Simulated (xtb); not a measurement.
C$_{4}$H$_{12}$O$_{4}$Si, charge +1, doublet, at a GFN2-xTB geometry (a state made from the parent by changing its charge; the spin is typed, not shown lowest); GFN2-xTB (xtb 6.7.1).

The xtb input:
```
$ xtb mol.xyz --gfn 2 --chrg 1 --uhf 1 --json

# file mol.xyz
21

C     -0.11670586    -2.24278719    -1.65173879
O     -0.10268118    -0.88467916    -1.35115769
Si     0.00095962    -0.00044419    -0.00058621
O     -0.63894185     1.45284767    -0.30608731
C     -1.69580926     1.93597961    -1.07150182
O     -0.77774819    -0.79708858     1.17152039
C     -0.74507282    -0.80614135     2.56259729
O      1.52915643     0.22439067     0.47974697
C      2.54887460     1.11698217     0.16596616
H     -0.54575355    -2.83431593    -0.84336315
H      0.90213945    -2.58557608    -1.86871056
H     -0.70010660    -2.37121716    -2.57058672
H     -1.45218806     2.96551655    -1.35663978
H     -2.60733703     1.97775207    -0.46339402
H     -1.86754280     1.32617893    -1.95817493
H      0.24834443    -0.57668255     2.94731708
H     -1.47436083    -0.08841114     2.95683738
H     -1.06270741    -1.80141888     2.89294884
H      3.18056348     0.69576993    -0.62534678
H      2.16017216     2.08703202    -0.14285913
H      3.17934042     1.22362660     1.05606279
```

Write the output that xtb gives for this input, abridged.


```
   ID    Z sym.   atoms
    1    6 C      1, 5, 7, 9
    2    8 O      2, 4, 6, 8
    3   14 Si     3
    4    1 H      10-21

           -------------------------------------------------
          |                Calculation Setup                |
           -------------------------------------------------

           -------------------------------------------------
          |                 G F N 2 - x T B                 |
           -------------------------------------------------

          ...................................................
          :                      SETUP                      :
          :.................................................:
          :  # basis functions                  54          :
          :  # atomic orbitals                  53          :
          :  # shells                           31          :
          :  # electrons                        55          :
          :  max. iterations                   250          :
          :  Hamiltonian                  GFN2-xTB          :
          :  restarted?                      false          :
          :  GBSA solvation                  false          :
          :  PC potential                    false          :
          :  electronic temp.          300.0000000     K    :
          :  accuracy                    1.0000000          :
          :  -> integral cutoff          0.2500000E+02      :
          :  -> integral neglect         0.1000000E-07      :
          :  -> SCF convergence          0.1000000E-05 Eh   :
          :  -> wf. convergence          0.1000000E-03 e    :
          :  Broyden damping             0.4000000          :
          :  net charge                          1          :
          :  unpaired electrons                  1          :
          ...................................................

 iter      E             dE          RMSdq      gap      omega  full diag
   1    -32.5719267 -0.325719E+02  0.524E+00    9.77       0.0  T
   2    -32.6171285 -0.452018E-01  0.298E+00    8.81       1.0  T
   3    -32.5717252  0.454033E-01  0.187E+00    8.32       1.0  T
   4    -32.6300529 -0.583277E-01  0.470E-01    8.74       1.0  T
   5    -32.6099532  0.200997E-01  0.812E-01    8.65       1.0  T
   6    -32.6032021  0.675102E-02  0.939E-01    8.58       1.0  T
   7    -32.6221381 -0.189359E-01  0.523E-01    8.74       1.0  T
   8    -32.6287818 -0.664380E-02  0.263E-01    8.73       1.0  T
   9    -32.6310328 -0.225100E-02  0.167E-02    8.75       1.3  T
  10    -32.6309461  0.867196E-04  0.528E-02    8.75       1.0  T
  11    -32.6310283 -0.821691E-04  0.174E-02    8.75       1.3  T
  12    -32.6310355 -0.724639E-05  0.959E-03    8.75       2.3  T
  13    -32.6310381 -0.259418E-05  0.398E-03    8.75       5.5  T
  14    -32.6310386 -0.465773E-06  0.145E-03    8.75      15.1  T
  15    -32.6310387 -0.607029E-07  0.516E-04    8.75      42.3  T
  16    -32.6310387 -0.886043E-08  0.680E-05    8.75     321.0  T

   *** convergence criteria satisfied after 16 iterations ***

         :::::::::::::::::::::::::::::::::::::::::::::::::::::
         ::                     SUMMARY                     ::
         :::::::::::::::::::::::::::::::::::::::::::::::::::::
         :: total energy             -32.342881546103 Eh    ::
         :: gradient norm              0.000065606807 Eh/a0 ::
         :: HOMO-LUMO gap              8.750040543150 eV    ::
         ::.................................................::
         :: SCC energy               -32.630904958294 Eh    ::
         :: -> isotropic ES            0.133859458437 Eh    ::
         :: -> anisotropic ES         -0.006366574581 Eh    ::
         :: -> anisotropic XC          0.009720077818 Eh    ::
         :: -> dispersion             -0.012636064351 Eh    ::
         :: repulsion energy           0.288023412191 Eh    ::
         :: add. restraining           0.000000000000 Eh    ::
[...]
     1   6 C        3.657     0.016    20.599     6.515
     2   8 O        1.621    -0.268    18.481     5.802
     3  14 Si       3.212     0.690   130.748    23.941
     4   8 O        1.621    -0.269    18.495     5.805
     5   6 C        3.656     0.016    20.600     6.515
     6   8 O        1.621    -0.269    18.495     5.805
     7   6 C        3.656     0.016    20.600     6.515
     8   8 O        1.621    -0.268    18.481     5.802
     9   6 C        3.657     0.016    20.599     6.515
    10   1 H        0.925     0.086     1.914     2.164
    11   1 H        0.924     0.118     1.630     1.997
    12   1 H        0.924     0.127     1.558     1.952
    13   1 H        0.924     0.126     1.565     1.956
    14   1 H        0.924     0.117     1.637     2.001
    15   1 H        0.925     0.086     1.914     2.164
    16   1 H        0.925     0.086     1.914     2.164
    17   1 H        0.924     0.117     1.637     2.001
    18   1 H        0.924     0.126     1.565     1.956
    19   1 H        0.924     0.118     1.630     1.997
    20   1 H        0.925     0.086     1.914     2.164
    21   1 H        0.924     0.127     1.558     1.952

 Mol. C6AA /au·bohr⁶  :       3812.043359
 Mol. C8AA /au·bohr⁸  :     103233.314264
 Mol. α(0) /au        :         97.681827

Wiberg/Mayer (AO) data.
largest (>0.10) Wiberg bond orders for each atom

 ---------------------------------------------------------------------------
     #   Z sym  total        # sym  WBO       # sym  WBO       # sym  WBO
 ---------------------------------------------------------------------------
     1   6 C    3.854 --     2 O    1.004    10 H    0.978    11 H    0.919
                            12 H    0.919
     2   8 O    2.300 --     3 Si   1.106     1 C    1.004
     3  14 Si   4.492 --     4 O    1.109     6 O    1.109     2 O    1.106
                             8 O    1.106
     4   8 O    2.299 --     3 Si   1.109     5 C    1.003
     5   6 C    3.854 --     4 O    1.003    15 H    0.977    13 H    0.921
                            14 H    0.919
     6   8 O    2.299 --     3 Si   1.109     7 C    1.003
     7   6 C    3.854 --     6 O    1.003    16 H    0.977    18 H    0.921
                            17 H    0.919
     8   8 O    2.300 --     3 Si   1.106     9 C    1.004
     9   6 C    3.854 --     8 O    1.004    20 H    0.978    19 H    0.919
                            21 H    0.919
    10   1 H    0.991 --     1 C    0.978
    11   1 H    0.948 --     1 C    0.919
    12   1 H    0.942 --     1 C    0.919
    13   1 H    0.945 --     5 C    0.921
    14   1 H    0.949 --     5 C    0.919
    15   1 H    0.991 --     5 C    0.977
    16   1 H    0.991 --     7 C    0.977
    17   1 H    0.949 --     7 C    0.919
    18   1 H    0.945 --     7 C    0.921
    19   1 H    0.948 --     9 C    0.919
    20   1 H    0.991 --     9 C    0.978
    21   1 H    0.942 --     9 C    0.919
 ---------------------------------------------------------------------------

Topologies differ in total number of bonds
Writing topology from bond orders to xtbtopo.mol

molecular dipole:
                 x           y           z       tot (Debye)
 q only:        0.000      -0.000      -0.000
   full:       -0.001       0.000       0.000       0.002
molecular quadrupole (traceless):
                xx          xy          yy          xz          yz          zz
 q only:       -0.279       0.380       0.259       0.391      -0.099       0.021
  q+dip:        0.372      -0.261      -0.197      -0.432       0.296      -0.175
   full:        0.098       0.014      -0.010      -0.075       0.135      -0.088

           -------------------------------------------------
          | TOTAL ENERGY              -32.342881546103 Eh   |
          | GRADIENT NORM               0.000065606807 Eh/α |
          | HOMO-LUMO GAP               8.750040543150 eV   |
           -------------------------------------------------

normal termination of xtb
```
